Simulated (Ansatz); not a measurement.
Ansatz results at the PBE0-D4/def2-TZVP geometry: HOMO energy (PBE/def2-TZVPP) -6.05 eV; vertical ionisation energy (CCSD(T)/CBS(def2)) 9.39 eV; HOMO–LUMO gap (B3LYP/def2-TZVPP) 5.04 eV.

(1) Which molecule gave them?
A. `[Al][Cl]`
B. `C1SCSCS1`
C. `O1P2OP3OP1OP(O2)O3`
D. `C#CC(C)(C)C`

Results:

(1) A. The others give `C#CC(C)(C)C`: -6.44, 10.26, 8.16; `O1P2OP3OP1OP(O2)O3`: -6.90, 10.55, 6.41; `C1SCSCS1`: -5.37, 8.82, 6.22.

B3LYP here is the variant with VWN-RPA as its local correlation; programs differ in this.
